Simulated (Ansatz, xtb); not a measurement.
## Relative energy of two isomers of C6H9FN+

Structure a is `C#CC(CF)=[N+](C)C`, a singlet and structure b is `C[N+]#CCC1(F)CC1`, a singlet. Both are isolated ions in the gas phase, relaxed with B3LYP-D3(BJ)/def2-SVP; the shapes shown needn't be the lowest conformers.

a (Å):

```yaml
atoms:
  - { symbol: C, position_ang: [1.0402, -1.8818, 3.4137] }
  - { symbol: C, position_ang: [0.7519, -1.1116, 2.5198] }
  - { symbol: C, position_ang: [0.3360, -0.1506, 1.5674] }
  - { symbol: C, position_ang: [-0.7696, 0.7845, 2.0309] }
  - { symbol: C, position_ang: [1.9222, -1.0278, -0.0496] }
  - { symbol: C, position_ang: [0.5850, 0.9758, -0.6024] }
  - { symbol: F, position_ang: [-1.5980, 1.1438, 1.0102] }
  - { symbol: N, position_ang: [0.8984, -0.0678, 0.3924] }
  - { symbol: H, position_ang: [1.3082, -2.5737, 4.1978] }
  - { symbol: H, position_ang: [-0.3005, 1.6820, 2.4796] }
  - { symbol: H, position_ang: [-1.3477, 0.2710, 2.8142] }
  - { symbol: H, position_ang: [1.9629, -1.8867, 0.6272] }
  - { symbol: H, position_ang: [1.6664, -1.3604, -1.0654] }
  - { symbol: H, position_ang: [2.8992, -0.5214, -0.0734] }
  - { symbol: H, position_ang: [-0.1525, 0.5849, -1.3191] }
  - { symbol: H, position_ang: [1.5151, 1.2144, -1.1334] }
  - { symbol: H, position_ang: [0.1837, 1.8732, -0.1270] }
```

b (Å):

```yaml
atoms:
  - { symbol: C, position_ang: [-0.7931, -1.7231, -3.5392] }
  - { symbol: C, position_ang: [0.0917, -1.1826, -1.1819] }
  - { symbol: C, position_ang: [0.5256, -0.8461, 0.1652] }
  - { symbol: C, position_ang: [-0.2214, 0.3830, 0.6709] }
  - { symbol: C, position_ang: [0.2751, 1.1564, 1.8425] }
  - { symbol: C, position_ang: [0.2708, 1.7761, 0.4550] }
  - { symbol: F, position_ang: [-1.5673, 0.1598, 0.5617] }
  - { symbol: N, position_ang: [-0.2968, -1.4237, -2.2361] }
  - { symbol: H, position_ang: [-0.6682, -0.8358, -4.1764] }
  - { symbol: H, position_ang: [-1.8580, -1.9849, -3.4560] }
  - { symbol: H, position_ang: [-0.2235, -2.5695, -3.9492] }
  - { symbol: H, position_ang: [1.6162, -0.6897, 0.1527] }
  - { symbol: H, position_ang: [0.3124, -1.7242, 0.8020] }
  - { symbol: H, position_ang: [-0.4932, 1.4867, 2.5463] }
  - { symbol: H, position_ang: [1.2298, 0.8789, 2.2978] }
  - { symbol: H, position_ang: [1.2268, 1.9330, -0.0531] }
  - { symbol: H, position_ang: [-0.4956, 2.5252, 0.2409] }
```

Quicker runs give these differences E(b) − E(a): GFN2-xTB −0.363 eV; HF/STO-3G −0.538 eV (at GFN2-xTB geometries); r2SCAN-D4/def2-SVP −0.621 eV (at GFN2-xTB geometries).

Task: Estimate E(b) − E(a) at the level CCSD(T)/def2-SVP + ΔMP2/def2-TZVPP.

Result: Calculated at CCSD(T)/def2-SVP + ΔMP2/def2-TZVPP: E(b) − E(a) = −0.444 eV, so structure b lies lower.

The same difference at several levels:

```csv
level,geometry,E(b) − E(a) (eV),departure from the last row (eV),"job, with rough time for the two"
GFN2-xTB,GFN2-xTB,−0.363,+0.081,"optimisation, 0.22 s"
HF/STO-3G,GFN2-xTB,−0.538,−0.094,"single point, 0.38 s"
r2SCAN-D4/def2-SVP,GFN2-xTB,−0.621,−0.177,"single point, 3.7 s"
B3LYP-D3(BJ)/def2-SVP,B3LYP-D3(BJ)/def2-SVP,−0.469,−0.025,"optimisation, 54 s"
HF/def2-SVP,B3LYP-D3(BJ)/def2-SVP,−0.709,−0.265,part of the CCSD(T) run
MP2/def2-SVP,B3LYP-D3(BJ)/def2-SVP,−0.639,−0.195,part of the CCSD(T) run
CCSD(T)/def2-SVP,B3LYP-D3(BJ)/def2-SVP,−0.533,−0.089,single point
CCSD(T)/def2-SVP + ΔMP2/def2-TZVPP,B3LYP-D3(BJ)/def2-SVP,−0.444,,"single point, 1.9 min"
```

As drawn, b has 1 C≡N, 3 C–C in place of 1 C≡C, 1 C=N, 1 C–N. Structure a has no ring, b a 3-membered ring.

None of the levels shown reverses the order. The largest departure from CCSD(T)/def2-SVP + ΔMP2/def2-TZVPP is that of HF/def2-SVP, 0.265 eV. The last row adds to CCSD(T) the change of the MP2 difference between the two basis sets, here +0.089 eV.

With thermal terms from frequencies at re-optimised GFN2-xTB minima (ideal gas, soft modes damped towards free rotors, one conformer each, 298.15 K, 1 atm): the zero-point term adds −0.003 eV; ΔH is −0.452 and ΔG −0.454 eV.

The correlated steps freeze 8 core orbitals. Run with Ansatz 0.2.0, xtb 6.7.1; the last row on 4 threads of Arm Neoverse V2 on a shared host.
